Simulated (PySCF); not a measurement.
Compound: C7H12BNO.
Numbering: `[BH3-:1][n+:2]1[cH:3][cH:4][cH:5][cH:6][c:7]1[CH2:8][O:9][CH3:10]` (hydrogens: H11, H12, H13 on B1; H14 on C3; H15 on C4; H16 on C5; H17 on C6; H18, H19 on C8; H20, H21, H22 on C10)

Method: PBE0-D3(BJ)/def2-SVP geometry optimisation, gas phase (PySCF 2.14.0).

What internal coordinates does the optimisation give?

| bond | length (Å) |
| --- | --- |
| B1–N2 | 1.606 |
| N2–C3 | 1.341 |
| C3–C4 | 1.387 |
| C4–C5 | 1.391 |
| C5–C6 | 1.390 |
| C6–C7 | 1.392 |
| C7–C8 | 1.500 |
| C8–O9 | 1.397 |
| O9–C10 | 1.397 |
| N2–C7 | 1.350 |
| B1–H11, B1–H12, B1–H13 | 1.225 |
| C3–H14 | 1.090 |
| C4–H15 | 1.091 |
| C5–H16 | 1.092 |
| C6–H17 | 1.091 |
| C8–H18, C8–H19 | 1.106 |
| C10–H20 | 1.108 |
| C10–H21, C10–H22 | 1.102 |

Bonds in one row agree within 0.01 Å and their mean is given. A selection of angles:
| angle | degrees |
| --- | --- |
| N2–B1–H11 | 106.7 |
| N2–B1–H12 | 105.9 |
| H11–B1–H12 | 112.0 |
| H12–B1–H13 | 113.0 |
| B1–N2–C3 | 118.5 |
| B1–N2–C7 | 122.2 |
| C3–N2–C7 | 119.3 |
| N2–C3–C4 | 122.6 |
| N2–C3–H14 | 114.8 |
| C4–C3–H14 | 122.6 |
| C3–C4–C5 | 118.8 |
| C3–C4–H15 | 119.5 |
| C5–C4–H15 | 121.7 |
| C4–C5–C6 | 118.3 |
| C4–C5–H16 | 120.9 |
| C6–C5–H16 | 120.7 |
| C5–C6–C7 | 120.2 |
| C5–C6–H17 | 121.2 |
| C7–C6–H17 | 118.6 |
| C6–C7–C8 | 120.4 |
| N2–C7–C6 | 120.7 |
| N2–C7–C8 | 118.8 |
| C7–C8–O9 | 107.6 |
| C7–C8–H18 | 108.9 |
| O9–C8–H18 | 111.8 |
| H18–C8–H19 | 108.4 |
| C8–O9–C10 | 113.0 |
| O9–C10–H20 | 112.0 |
| O9–C10–H21 | 107.6 |
| H20–C10–H21 | 108.5 |
| H20–C10–H22 | 108.4 |

Dihedral angles: C6–C7–C8–O9 84° (synclinal); C7–C8–O9–C10 166° (antiperiplanar). The mirror-image conformer, all signs reversed, is as good.

The 6-membered ring N2–C3–C4–C5–C6–C7 has internal angles of 118.3° to 122.6°; it is planar, 0.00 Å rms from its mean plane, widest ring torsion 0°. B1 (four-coordinate boron) is distorted tetrahedral (angles from 105.9° to 113.0°). The 5 C–C bonds span 1.387 Å (C3–C4, aromatic) to 1.500 Å (C7–C8, drawn single), a spread of 0.113 Å. N2 (nitrogen bonded to B and 2 C) is planar (angles 122.2°, 119.3° and 118.5°, sum 360.0°, 0.00 Å off the plane of its three neighbours). Of the pairs four or more bonds apart, H12···H14 is among the closest relative to their van der Waals radii: 2.12 Å, 88 % of the sum of Bondi's values.

Point group: C1 (no symmetry element, even within 0.4 Å). PBE0-D3(BJ)/def2-SVP frequencies: not computed here. One conformer, not necessarily the lowest.
